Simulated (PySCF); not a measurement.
A structure optimised at r2SCAN-D4/def2-SVP, used in a PySCF frequency run:

```xyz
12

B      0.1441     0.6581     0.2386
F      0.4546     1.8661     0.7182
O     -0.8329     0.5055    -0.6891
C     -1.5825     1.5899    -1.2083
H     -1.2649     2.5495    -0.7720
H     -1.4522     1.6289    -2.3009
H     -2.6498     1.4295    -0.9901
O      0.8214    -0.4247     0.6918
Si     0.6048    -2.0274     0.2347
H     -0.7795    -2.4777     0.5552
H      1.5873    -2.8235     1.0168
H      0.8672    -2.1928    -1.2232
```
Charge 0, spin multiplicity 1.

### Question
Write its SMILES and formula.

### Answer
COB(F)O[SiH3], CH6BFO2Si

### Question
What are its rotational constants (standard atomic weights)?

### Answer
5.1433, 1.7105, 1.3144 GHz
